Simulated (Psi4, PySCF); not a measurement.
The PySCF input:
```python
from pyscf import gto, scf, mp

mol = gto.M(
    atom='''
Si    1.46950070    0.67524300   -0.00431472
C     0.24995850   -0.77336248   -0.14074454
Si   -1.58286457   -0.32449931    0.06814671
H     2.83970087    0.18299439   -0.18517777
H     1.18101404    1.66895244   -1.04054280
H     1.35867644    1.29737643    1.31671504
H     0.51380546   -1.52489859    0.60468436
H     0.38453397   -1.25453083   -1.11051382
H    -1.98252766    0.63279647   -0.96544211
H    -1.80486526    0.26122046    1.39181573
H    -2.40299462   -1.53414758   -0.06071914
''',
    basis='cc-pvdz',
    verbose=4,
)

mf = scf.RHF(mol)
mf.kernel()

pt = mp.MP2(mf, frozen=11)
pt.kernel()
print('E(MP2) = %.10f' % pt.e_tot)
```

Task: Write the same job for Psi4.

Result: This is not unique; one that fits is 
```
memory 2 GB

molecule mol {
0 1
Si    1.469501    0.675243   -0.004315
C     0.249959   -0.773362   -0.140745
Si   -1.582865   -0.324499    0.068147
H     2.839701    0.182994   -0.185178
H     1.181014    1.668952   -1.040543
H     1.358676    1.297376    1.316715
H     0.513805   -1.524899    0.604684
H     0.384534   -1.254531   -1.110514
H    -1.982528    0.632796   -0.965442
H    -1.804865    0.261220    1.391816
H    -2.402995   -1.534148   -0.060719
}

set {
  basis cc-pvdz
  reference rhf
  freeze_core true
  mp2_type conv
  scf_type pk
  puream true
  d_convergence 1e-8
}

energy('mp2')
print_variables()
```

Both were run: PySCF gave -620.742623 Eh and Psi4 -620.742623 Eh, 0.000 mEh apart.
